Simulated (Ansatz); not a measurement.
Harmonic vibrations of H5InSi, SMILES `[SiH3][InH2]` by finite differences.

```yaml
crystal:
  periodic: [false, false, false]
  atoms:
    - {symbol: Si, position_ang: [-0.667121, -0.641519, -0.642066]}
    - {symbol: In, position_ang: [0.830842, 0.837600, 0.840482]}
    - {symbol: H, position_ang: [-2.119861, -0.371129, -0.463583]}
    - {symbol: H, position_ang: [-0.432024, -2.083331, -0.345893]}
    - {symbol: H, position_ang: [-0.338037, -0.425501, -2.080050]}
    - {symbol: H, position_ang: [0.179130, 2.062129, 1.871996]}
    - {symbol: H, position_ang: [2.547071, 0.621750, 0.819114]}
basis:
  gaussian: {orbitals: def2-TZVP}
hamiltonian: {xc: pbe0, dispersion: d4}
phonons: {temperatures: {t_min: 298.15, t_max: 900, t_step: 200}}
```

```sh
$ ansatz run in.yaml --threads 2 --pin off --events-out ev --progress --plain
```

Shortened log:

```
Functional definition: PBE0
mean field -13128.88114934 eV, -482.4774831630 hartree, gradient 8.3e-6 eV, S^2 0.000000; 0 other end points of the search recorded, 0 dependent functions left out
mean field -13128.88105829 eV, -482.4774798170 hartree, gradient 5.4e-7 eV, S^2 0.000000; 0 other end points of the search recorded, 0 dependent functions left out
mean field -13128.88108701 eV, -482.4774808726 hartree, gradient 5.4e-7 eV, S^2 0.000000; 0 other end points of the search recorded, 0 dependent functions left out
mean field -13128.88106299 eV, -482.4774799895 hartree, gradient 5.4e-7 eV, S^2 0.000000; 0 other end points of the search recorded, 0 dependent functions left out
mean field -13128.88109135 eV, -482.4774810317 hartree, gradient 5.4e-7 eV, S^2 0.000000; 0 other end points of the search recorded, 0 dependent functions left out
mean field -13128.88106393 eV, -482.4774800242 hartree, gradient 5.4e-7 eV, S^2 0.000000; 0 other end points of the search recorded, 0 dependent functions left out
mean field -13128.88109174 eV, -482.4774810463 hartree, gradient 5.4e-7 eV, S^2 0.000000; 0 other end points of the search recorded, 0 dependent functions left out
mean field -13128.88110774 eV, -482.4774816343 hartree, gradient 5.4e-7 eV, S^2 0.000000; 0 other end points of the search recorded, 0 dependent functions left out
mean field -13128.88109003 eV, -482.4774809833 hartree, gradient 5.4e-7 eV, S^2 0.000000; 0 other end points of the search recorded, 0 dependent functions left out
mean field -13128.88112628 eV, -482.4774823154 hartree, gradient 5.4e-7 eV, S^2 0.000000; 0 other end points of the search recorded, 0 dependent functions left out
mean field -13128.88110685 eV, -482.4774816016 hartree, gradient 5.4e-7 eV, S^2 0.000000; 0 other end points of the search recorded, 0 dependent functions left out
mean field -13128.88113113 eV, -482.4774824936 hartree, gradient 5.4e-7 eV, S^2 0.000000; 0 other end points of the search recorded, 0 dependent functions left out
mean field -13128.88111139 eV, -482.4774817682 hartree, gradient 5.4e-7 eV, S^2 0.000000; 0 other end points of the search recorded, 0 dependent functions left out
mean field -13128.88109309 eV, -482.4774810957 hartree, gradient 2.2e-6 eV, S^2 0.000000; 0 other end points of the search recorded, 0 dependent functions left out
mean field -13128.88110057 eV, -482.4774813708 hartree, gradient 2.2e-6 eV, S^2 0.000000; 0 other end points of the search recorded, 0 dependent functions left out
mean field -13128.88113848 eV, -482.4774827638 hartree, gradient 1.7e-6 eV, S^2 0.000000; 0 other end points of the search recorded, 0 dependent functions left out
mean field -13128.88114590 eV, -482.4774830365 hartree, gradient 1.6e-6 eV, S^2 0.000000; 0 other end points of the search recorded, 0 dependent functions left out
mean field -13128.88113961 eV, -482.4774828053 hartree, gradient 1.7e-6 eV, S^2 0.000000; 0 other end points of the search recorded, 0 dependent functions left out
mean field -13128.88114670 eV, -482.4774830659 hartree, gradient 1.6e-6 eV, S^2 0.000000; 0 other end points of the search recorded, 0 dependent functions left out
mean field -13128.88113965 eV, -482.4774828071 hartree, gradient 1.6e-6 eV, S^2 0.000000; 0 other end points of the search recorded, 0 dependent functions left out
mean field -13128.88114559 eV, -482.4774830253 hartree, gradient 1.5e-6 eV, S^2 0.000000; 0 other end points of the search recorded, 0 dependent functions left out
mean field -13128.88109514 eV, -482.4774811711 hartree, gradient 2.2e-6 eV, S^2 0.000000; 0 other end points of the search recorded, 0 dependent functions left out
mean field -13128.88110125 eV, -482.4774813958 hartree, gradient 2.2e-6 eV, S^2 0.000000; 0 other end points of the search recorded, 0 dependent functions left out
mean field -13128.88113983 eV, -482.4774828134 hartree, gradient 1.8e-6 eV, S^2 0.000000; 0 other end points of the search recorded, 0 dependent functions left out
mean field -13128.88114470 eV, -482.4774829923 hartree, gradient 1.7e-6 eV, S^2 0.000000; 0 other end points of the search recorded, 0 dependent functions left out
mean field -13128.88113903 eV, -482.4774827840 hartree, gradient 1.7e-6 eV, S^2 0.000000; 0 other end points of the search recorded, 0 dependent functions left out
mean field -13128.88114399 eV, -482.4774829663 hartree, gradient 1.7e-6 eV, S^2 0.000000; 0 other end points of the search recorded, 0 dependent functions left out
mean field -13128.88114102 eV, -482.4774828574 hartree, gradient 1.7e-6 eV, S^2 0.000000; 0 other end points of the search recorded, 0 dependent functions left out
mean field -13128.88114531 eV, -482.4774830148 hartree, gradient 1.6e-6 eV, S^2 0.000000; 0 other end points of the search recorded, 0 dependent functions left out
mean field -13128.88109547 eV, -482.4774811832 hartree, gradient 2.2e-6 eV, S^2 0.000000; 0 other end points of the search recorded, 0 dependent functions left out
mean field -13128.88110160 eV, -482.4774814084 hartree, gradient 2.2e-6 eV, S^2 0.000000; 0 other end points of the search recorded, 0 dependent functions left out
mean field -13128.88114234 eV, -482.4774829059 hartree, gradient 2.1e-6 eV, S^2 0.000000; 0 other end points of the search recorded, 0 dependent functions left out
mean field -13128.88114079 eV, -482.4774828486 hartree, gradient 2.1e-6 eV, S^2 0.000000; 0 other end points of the search recorded, 0 dependent functions left out
mean field -13128.88114095 eV, -482.4774828547 hartree, gradient 5.4e-7 eV, S^2 0.000000; 0 other end points of the search recorded, 0 dependent functions left out
mean field -13128.88111898 eV, -482.4774820473 hartree, gradient 5.4e-7 eV, S^2 0.000000; 0 other end points of the search recorded, 0 dependent functions left out
mean field -13128.88114487 eV, -482.4774829988 hartree, gradient 5.2e-7 eV, S^2 0.000000; 0 other end points of the search recorded, 0 dependent functions left out
mean field -13128.88112542 eV, -482.4774822838 hartree, gradient 5.4e-7 eV, S^2 0.000000; 0 other end points of the search recorded, 0 dependent functions left out
mean field -13128.88112676 eV, -482.4774823331 hartree, gradient 5.4e-7 eV, S^2 0.000000; 0 other end points of the search recorded, 0 dependent functions left out
mean field -13128.88109890 eV, -482.4774813093 hartree, gradient 5.4e-7 eV, S^2 0.000000; 0 other end points of the search recorded, 0 dependent functions left out
mean field -13128.88114906 eV, -482.4774831525 hartree, gradient 6.4e-7 eV, S^2 0.000000; 0 other end points of the search recorded, 0 dependent functions left out
mean field -13128.88114424 eV, -482.4774829755 hartree, gradient 6.4e-7 eV, S^2 0.000000; 0 other end points of the search recorded, 0 dependent functions left out
mean field -13128.88115073 eV, -482.4774832140 hartree, gradient 7.4e-7 eV, S^2 0.000000; 0 other end points of the search recorded, 0 dependent functions left out
mean field -13128.88114399 eV, -482.4774829663 hartree, gradient 7.4e-7 eV, S^2 0.000000; 0 other end points of the search recorded, 0 dependent functions left out
WARN: phonons: modes at or below zero, which the zero-point energy, F, S and C_V leave out: 1, the lowest at -8.33 cm⁻¹. A minimum has none, and a first-order saddle one
Total energy: -13128.97662744 eV, -482.4809919183 hartree
Atom 0 at    -0.667121    -0.641519    -0.642066 Å, force    -0.000767    -0.000662    -0.000525 eV/Å
Atom 1 at     0.830842     0.837600     0.840482 Å, force    -0.000266     0.000024     0.000065 eV/Å
Atom 2 at    -2.119861    -0.371129    -0.463583 Å, force     0.000014    -0.000065    -0.000007 eV/Å
Atom 3 at    -0.432024    -2.083331    -0.345893 Å, force     0.000255     0.000210     0.000340 eV/Å
Atom 4 at    -0.338037    -0.425501    -2.080050 Å, force     0.000436     0.000447     0.000206 eV/Å
Atom 5 at     0.179130     2.062129     1.871996 Å, force     0.000178     0.000196     0.000117 eV/Å
Atom 6 at     2.547071     0.621750     0.819114 Å, force     0.000149    -0.000151    -0.000196 eV/Å
Dipole moment:     0.001873     0.014302     0.014957 e Å
Vibrations: -8.33 276.40 291.82 364.10 495.11 524.89 610.87 855.06 935.47 943.17 1796.66 1800.72 2198.06 2207.20 2218.08 cm⁻¹, zero-point energy 0.961969 eV
```

It took 37 s on 2 threads of a server CPU on a shared host, with 0.23 GiB of host memory at the peak.
